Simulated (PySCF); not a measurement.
## `O[Si@@H]1[SiH2]C[C@@H](Br)[SiH2]1`, C2H9BrOSi3

Molfile (atoms numbered from 1):
```
C2H9BrOSi3
     RDKit          3D

 16 16  0  0  0  0  0  0  0  0999 V2000
    1.5630    2.5182    0.6194 O   0  0  0  0  0  0  0  0  0  0  0  0
    0.8309    1.4521   -0.3820 Si  0  0  2  0  0  4  0  0  0  0  0  0
   -1.4120    1.0006    0.0840 Si  0  0  0  0  0  4  0  0  0  0  0  0
   -1.2541   -0.8802    0.4721 C   0  0  0  0  0  0  0  0  0  0  0  0
   -0.1579   -1.5681   -0.3233 C   0  0  1  0  0  0  0  0  0  0  0  0
   -0.6024   -1.4751   -2.2569 Br  0  0  0  0  0  0  0  0  0  0  0  0
    1.5788   -0.7413   -0.1577 Si  0  0  0  0  0  4  0  0  0  0  0  0
    1.5538    2.4473    1.5684 H   0  0  0  0  0  0  0  0  0  0  0  0
    1.1486    2.1123   -1.6465 H   0  0  0  0  0  0  0  0  0  0  0  0
   -2.3723    1.1743   -1.0088 H   0  0  0  0  0  0  0  0  0  0  0  0
   -2.0309    1.5974    1.2801 H   0  0  0  0  0  0  0  0  0  0  0  0
   -2.2107   -1.3804    0.3026 H   0  0  0  0  0  0  0  0  0  0  0  0
   -1.0181   -1.0253    1.5312 H   0  0  0  0  0  0  0  0  0  0  0  0
   -0.1355   -2.6384   -0.1138 H   0  0  0  0  0  0  0  0  0  0  0  0
    2.4344   -1.4056   -1.1428 H   0  0  0  0  0  0  0  0  0  0  0  0
    2.0768   -1.1791    1.1626 H   0  0  0  0  0  0  0  0  0  0  0  0
  1  2  1  0
  2  3  1  0
  3  4  1  0
  4  5  1  0
  5  6  1  0
  5  7  1  0
  7  2  1  0
  1  8  1  0
  2  9  1  6
  3 10  1  0
  3 11  1  0
  4 12  1  0
  4 13  1  0
  5 14  1  1
  7 15  1  0
  7 16  1  0
M  END
```

Computed, not measured: TDDFT B3LYP/def2-SVPD circular dichroism and optical rotation, one conformer, gas phase in PySCF. Geometry: GFN2-xTB.

The molecule is flexible and this is one conformer; a measurement averages over conformers. The calculation is non-relativistic, which matters for the atoms heavier than Zn.

Task: Draw the ECD and absorption spectra from the lowest 12 states, each a Gaussian of half-width 0.3 eV at 1/e height.

Result: 
| E (eV) | λ (nm) | Δε (L mol⁻¹ cm⁻¹) | ε (L mol⁻¹ cm⁻¹) |
| --- | --- | --- | --- |
| 4.24 | 292 | -0.05 | 11.6 |
| 4.34 | 286 | -0.15 | 31.7 |
| 4.44 | 279 | -0.33 | 70.3 |
| 4.54 | 273 | -0.60 | 129 |
| 4.64 | 267 | -0.96 | 206 |
| 4.74 | 262 | -1.41 | 311 |
| 4.84 | 256 | -1.99 | 488 |
| 4.94 | 251 | -2.43 | 791 |
| 5.04 | 246 | -1.76 | 1230 |
| 5.14 | 241 | +1.57 | 1720 |
| 5.24 | 237 | +8.27 | 2190 |
| 5.34 | 232 | +16.55 | 2650 |
| 5.44 | 228 | +22.19 | 3200 |
| 5.54 | 224 | +21.20 | 3840 |
| 5.64 | 220 | +12.89 | 4340 |
| 5.74 | 216 | +0.62 | 4440 |
| 5.84 | 212 | -10.58 | 4170 |
| 5.94 | 209 | -17.33 | 3840 |
| 6.04 | 205 | -19.46 | 3790 |
| 6.14 | 202 | -19.23 | 4050 |
| 6.24 | 199 | -19.15 | 4250 |
| 6.34 | 196 | -20.01 | 4020 |

Δε uses R in velocity form, ε uses f in length form. Only the states computed contribute, so the short-wavelength end is incomplete.
